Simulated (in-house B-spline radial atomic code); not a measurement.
Checks on a self-consistent run for the chromium ion Cr⁺, [Ar] 3d5. Level of theory: Dirac-Hartree-Fock, average of configuration, Fermi nucleus of rms radius 3.6452 fm; calculated with an all-electron radial atomic-structure program (B-spline basis).

```tsv
orbital	q	ε (Eh)	<1/r>	<r²>	small-component weight
1s1/2	2	-222.44753	23.8886	0.00542396	0.0074265
2s1/2	2	-26.88607	5.1018	0.100037	0.0013477
2p1/2	2	-22.73809	5.01331	0.0813288	0.0013131
2p3/2	4	-22.41401	4.93926	0.0829589	0.0012977
3s1/2	2	-3.65303	1.54932	0.944182	0.00027019
3p1/2	2	-2.40246	1.41488	1.10129	0.00023331
3p3/2	4	-2.36232	1.3992	1.12074	0.00023007
3d3/2	2	-0.59046	1.00276	2.4585	0.00013013
3d5/2	3	-0.58746	0.998318	2.48172	0.00012921
```

Electron-electron repulsion V_ee = 391.0861 hartree.

Problem. What total energy follows from the eigenvalues?

Solution. The eigenvalues count the repulsion twice, so E = Σqε - V_ee = -658.303 - 391.086 = -1049.389 hartree; the run printed -1049.389.

Problem. Does the Dirac virial theorem hold?

Solution. For a point nucleus E = -2c²Σq·w, with w the small-component weight. Here Σq·w = 0.027941 and c = 137.0360, so the ratio E/(-2c²Σq·w) is 1.000005; the finite nucleus accounts for the departure from 1.

Problem. What diamagnetic shielding (Lamb formula) and susceptibility (Langevin formula) do the radii give?

Solution. σ = (α²/3)Σq<1/r> = 104.29/(3·137.036²) = 1851.2 ppm, and χ = -0.79199×10⁻⁶·Σq<r²> = -17.14×10⁻⁶ cm³/mol with Σq<r²> = 21.641 bohr². Both are non-relativistic formulas without the paramagnetism of open shells.
